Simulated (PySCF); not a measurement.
Species: C5H6F4O2.
Bonds: F1–C2, C2–F3, C2–C4, C4–C5, C5–F6, C5–F7, C4–C8, C8–O9, O9–C10, C10–O11, C4–O11. Hydrogens: H12 on C2; H13 on C5; H14, H15 on C8; H16, H17 on C10.

Computed, not measured: PBE0-D3(BJ)/def2-SVP geometry optimisation, gas phase in PySCF.

Some entries are withheld. Bonds in one row agree within 0.01 Å.

```
    coordinate    value
  F1–C2, C5–F6  1.349 Å
  C2–F3, C5–F7        ?
  C2–C4, C4–C5        ?
         C4–C8  1.539 Å
         C8–O9  1.399 Å
        O9–C10        ?
       C10–O11  1.413 Å
        C4–O11  1.405 Å
C2–H12, C5–H13  1.103 Å
        C8–H14  1.108 Å
        C8–H15  1.097 Å
       C10–H16  1.100 Å
       C10–H17  1.111 Å
      F1–C2–F3   108.1°
      F1–C2–C4   110.6°
      F3–C2–C4   110.5°
      C2–C4–C5   111.6°
      C2–C4–C8        ?
     C2–C4–O11   108.9°
     C5–C4–O11   107.7°
     C8–C4–O11        ?
      C4–C5–F6   109.6°
      C4–C8–O9   103.0°
     C8–O9–C10   105.8°
    O9–C10–O11        ?
    C4–O11–C10   108.2°
```

**Question.** Estimate the withheld lengths and angles.

**Answer.** 
- C2–F3, C5–F7 = 1.346 Å, drawn single (CHF2 carbon to fluorine of a CF2 group); 0.02 Å above the sum of covalent radii, 1.33 Å.
- C2–C4, C4–C5 = 1.527 Å, drawn single (CHF2 carbon to sp3 carbon bound to oxygen); 0.01 Å above the sum of covalent radii, 1.52 Å.
- O9–C10 = 1.384 Å, drawn single (cyclic ether oxygen to sp3 carbon bearing two oxygens); 0.04 Å below the sum of covalent radii, 1.42 Å.
- C2–C4–C8 = 112.0°, at the sp3 carbon bound to oxygen; the outer atoms are 2.540 Å apart.
- C8–C4–O11 = 103.9°, at the sp3 carbon bound to oxygen, inside a 5-membered ring; the outer atoms are 2.319 Å apart.
- O9–C10–O11 = 107.0°, at the sp3 carbon bearing two oxygens, inside a 5-membered ring; the outer atoms are 2.248 Å apart.

Radii are Cordero's, carbon taken as 0.76, 0.73 or 0.69 Å for four, three, and two or fewer neighbours.

No frequency check. The numbers are those of one conformer (F1–C2–C4–C5 44°, C2–C4–C5–F6 59°, C2–C4–C8–O9 139°, C4–C8–O9–C10 -34°, C8–O9–C10–O11 34°, O9–C10–O11–C4 -19°).
